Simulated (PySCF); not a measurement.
# Ti(CH3)2: what the settings change

Ti(CH3)2 holds Ti(II), d2, at total charge 0. The structure is a PBE0-D3(BJ)/def2-TZVP geometry optimised for multiplicity 3; coordination irregular, point group C2v, metal–donor distances 2.10 Å.

The d shell alone is too small an active space for Ti(CH3)2 (an active orbital has only 0.68 squared overlap with the free ion's shell): its levels, fitted parameters, g values and moments show what this model gives and aren't sound predictions.

```
9

Ti    0.0000    0.0000    0.0000
C     1.8298    0.0000   -1.0257
H     2.4164    0.8875   -0.7493
H     2.4164   -0.8875   -0.7493
H     1.7094    0.0000   -2.1133
C    -1.8298    0.0000   -1.0257
H    -2.4164   -0.8875   -0.7493
H    -2.4164    0.8875   -0.7493
H    -1.7094    0.0000   -2.1133
```

Method (PySCF 2.14, density fitting): CASSCF(2,5) with orbitals averaged over all microstates of the shell, strongly contracted NEVPT2 on the averaged canonical orbitals; basis x2c-TZVPall on the metal, x2c-SVPall elsewhere; spin-free X2C; gas phase; spin-orbit coupling by state interaction with the mean-field operator over all roots.

Base run: NEVPT2 ground state 3B2, next 3A1 at 715, then 1A1 at 6204 cm⁻¹, B(CASSCF) 654, ζ 103 cm⁻¹, D -13.49 cm⁻¹, g 1.455 1.924 1.950, μeff(300 K) 2.95 μB.

(1) What happens with the basis x2c-TZVPall on all atoms?

(2) What happens with orbitals averaged over the highest spin alone?

NEVPT2 lifts 3B1 from 3674 to 6234 cm⁻¹; on the d shell alone such lifts tend to overshoot.

Results:

(1) NEVPT2 ground state 3B2, next 3A1 at 687, then 1A1 at 6210 cm⁻¹, B(CASSCF) 654, ζ 103 cm⁻¹, D -14.09 cm⁻¹, g 1.435 1.922 1.949, μeff(300 K) 2.96 μB. It took 5.1 s against 3.6 s on a shared host of the same kind.

(2) NEVPT2 ground state 3B2, next 3A1 at 704, then 1A1 at 6244 cm⁻¹, B(CASSCF) 662, ζ 104 cm⁻¹, D -14.19 cm⁻¹, g 1.438 1.922 1.949, μeff(300 K) 2.95 μB.
